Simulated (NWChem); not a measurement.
dimethyl selenide (C₂H₆Se); SMILES C[Se]C

Results from NWChem. Coordinates come from a B3LYP/6-31G* (spherical d) optimisation. Static field.

**Question.** Predict the results for CAM-B3LYP/aug-cc-pVDZ. Quantities: isotropic polarisability (bohr³); anisotropy (bohr³).

**Answer.** 
- isotropic polarisability (bohr³) = 56.5
- anisotropy (bohr³) = 15.7
